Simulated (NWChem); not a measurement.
Molecule: C2H5ClOSi; SMILES Cl[SiH](O)C=C

```xyz
10

Si     0.3086    -0.0477     0.4952
O      1.7377     0.3115    -0.2608
Cl    -0.4708    -1.8371    -0.2171
C     -0.9632     1.2708     0.1831
C     -0.6361     2.4460    -0.3675
H      0.6427    -0.2429     1.9254
H      1.7250     0.3570    -1.2220
H     -2.0101     1.0854     0.4559
H     -1.3771     3.2311    -0.5554
H      0.3972     2.6753    -0.6527
```
Atoms are numbered in this order, from 1.

All runs: NWChem. Geometry: optimised at PBE0/def2-SVP. Level B3LYP/def2-SVP: energy and gradient on several grids; changes count from the extra-fine grid, which is no exact limit either.

| grid | size of the energy change (μHa) | largest change of a gradient component (μHa/bohr) | time, medium = 1 (rough) |
|---|---|---|---|
| xcoarse | 60 | 3000 | about 1 |
| coarse | 20 | 100 | about 1 |
| medium | < 10 | 30 | about 1 |
| fine | < 10 | < 30 | about 1 |
| xfine | < 10 | < 30 | 2 |
